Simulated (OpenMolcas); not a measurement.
**Ni II: effect of the active space**

| Quantity | Value |
| --- | --- |
| Program | OpenMolcas 26.06 |
| Method | SS-CASPT2 or its RAS form, IPEA 0.25 Eh, imaginary shift 0.1 Eh |
| Basis | ANO-RCC-VTZP |
| Scalar Hamiltonian | DKH2, point nucleus |
| Spin-orbit coupling | state interaction with AMFI integrals over the reference wave functions, term energies averaged over their components |

A. 9 electrons in 6 orbitals (3d 4s); 2S+1 = 4 even, 17 roots; 2S+1 = 2 even, 24 roots; closed shells correlated: 3s 3p; CASPT2 step roughly 10 core-seconds
B. 9 electrons in 9 orbitals (RAS2 3d 4s; RAS3 4p, at most 2 electrons); 2S+1 = 2 even, 29 roots; 2S+1 = 4 even, 10 roots kept (CI in the orbitals of an earlier block); 2S+1 = 2 odd, 21 roots; 2S+1 = 4 odd, 21 roots kept (CI in the orbitals of an earlier block); closed shells correlated: 3s 3p; CASPT2 step roughly 90 core-seconds
C. 9 electrons in 11 orbitals (3d 4s 4d); 2S+1 = 2 even, 20 roots (17 in the spin-orbit step); 2S+1 = 4 even, 10 roots kept (CI in the orbitals of an earlier block); closed shells correlated: 3s 3p; CASPT2 step roughly 60 core-minutes

Energies in cm-1 above 3d8 4s 4F 9/2.

| Level | A | B | C |
| --- | --- | --- | --- |
| 3d8 4s 4F 9/2 | 0.0 | 0.0 | 0.0 |
| 3d8 4s 4F 7/2 | 785 | 894 | 916 |
| 3d8 4s 4F 5/2 | 1689 | 1662 | 1689 |
| 3d8 4s 4F 3/2 | 2300 | 2200 | 2240 |
| 3d8 4s 2F 7/2 | 2400 | 4620 | 5080 |
| 3d8 4s 2F 5/2 | 3730 | 6030 | 6490 |

B puts 3d9 2D 5/2 lowest. C puts 3d9 2D 5/2 lowest.

The spin-orbit steps hold different terms of 3d8 4s (C lacks 2G, 2P), which shifts levels as well.

Among A to C the level of the table that moves most is 3d8 4s 2F 5/2, by 2800 cm-1 (lowest in A, highest in C). Moves below CASPT2's spread within the term are not significant.

CASPT2 breaks the degeneracy within a term, and the mean is taken; among the terms shown or strongly mixed into the levels shown the widest spread is 1200 cm-1 (3d8 4s 2F, B). The lowest computed level is not the ground level that NIST lists (2D5/2) (holds for A). No level of 3d9 was computed, though it lies in the active space (holds for A). Terms from blocks run as CI alone lack orbitals of their own (holds for B; C). Some terms miss by over 15 % even with CASPT2, which points to a basis or an active space too small for the shells correlated (holds for B; C). Some high roots are left out of the spin-orbit mixing, which shifts the levels that they would mix with (holds for C). Active for correlation alone: 4d; no level in the range computed is led by a configuration that fills it, so any true level of that kind is missing (holds for C). Only configurations of the active space appear. Levels that lie high or do not pair safely by name in every column are left out.
